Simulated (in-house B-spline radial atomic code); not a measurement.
Configurations of neutral cadmium, with energies counted from [Kr] 4d10 5s2. All numbers are computed (scalar-relativistic (X2C) TPSSh, spin-polarised, spherical fractional occupations, exact exchange averaged over the configuration; Fermi nucleus of rms radius 4.6087 fm) with an all-electron radial atomic-structure program (B-spline basis), not measured. Shells without spins written out take the highest spin.

Occupations are held fixed; configurations that lie above the ionisation limit could autoionise.

```csv
configuration,E - E(ref) (eV),highest orbital,its <r> (bohr)
[Kr] 4d10 5s1 6p1,6.8098,6p up,10.53
[Kr] 4d9 5s2 5p1,12.317,5p up,3.677
[Kr] 4d9 4f1 5s2,16.82,4f up,16.82
[Ar] 3d10 4s2 4p5 4d10 4f1 5s2,74.159,4f up,16.83
[Ar] 3d9 4s2 4p6 4d10 5s2 6p1,409.81,6p up,10.09
```

Question: Order these further configurations by energy, lowest first.
A. [Ar] 3d9 4s2 4p6 4d10 5s2 6d1
B. [Ar] 3d9 4s2 4p6 4d10 5s2 5f1
C. [Kr] 4d9 5s2 6d1
D. [Kr] 4d10 5s1 6d1
E. [Kr] 4d9 5s2 6p1

Answer: D (7.6787 eV), E (15.781 eV), C (16.703 eV), A (410.73 eV), B (411.15 eV).

Question: How far above the reference does [Kr] 4d10 5s1 6f1 lie?

Answer: 8.2555 eV; its least bound orbital is 6f up with <r> = 42.96 bohr.
